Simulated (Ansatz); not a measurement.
ditellurium (Te$_{2}$), triplet (typed; the unrestricted solution is spin-contaminated), at a GFN2-xTB geometry (core potentials on Te), with bond 2-1 at 1.5 times its length; HF/def2-SV(P) in Ansatz (an electronic-structure program).

Input for Ansatz:
Ansatz 0.2 input:
```yaml
crystal:
  periodic: [false, false, false]
  atoms:
    - {symbol: Te, position_ang: [-0.00000000, -0.00000000, -1.30099916]}
    - {symbol: Te, position_ang: [0.00000000, 0.00000000, 2.60199832]}
basis:
  gaussian:
    orbitals: def2-SV_P_.json
hamiltonian:
  xc: hf
magnetization: {spin_polarized: true, initial_magnetization: 2}
scf: {lower_state_search: off}
```
The basis file holds def2-SV(P) in the JSON format of the Basis Set Exchange.

Output, abridged:

```
Functional definition: HF
these checks for a lower state are left out or cut short: stability, starts, cluster_reference, orbital_swaps, neighbouring_geometries, increment
669 factors; integrals over basis functions are off by at most 1.6e-4 eV
mean field evaluation 1: about -14526.7543 eV, gradient 3.7e0 eV
mean field evaluation 2: about -14526.7681 eV, gradient 3.7e0 eV
mean field evaluation 4: about -14526.9693 eV, gradient 3.1e-1 eV
mean field evaluation 8: about -14526.9703 eV, gradient 5.3e-3 eV
mean field evaluation 16: about -14526.9703 eV, gradient 1.9e-4 eV
mean field -14530.31184956 eV, -533.9791114724 hartree, gradient 2.7e-6 eV, S^2 2.934595; 0 other end points of the search recorded, 0 dependent functions left out
reference -14530.31184956 eV, -533.9791114724 hartree; 25, 23 occupied and 27, 29 virtual orbitals, 669 factors
Total energy: -14530.31184956 eV, -533.9791114724 hartree
Checks for a lower state left out: stability, starts, cluster_reference, orbital_swaps, neighbouring_geometries, increment
```
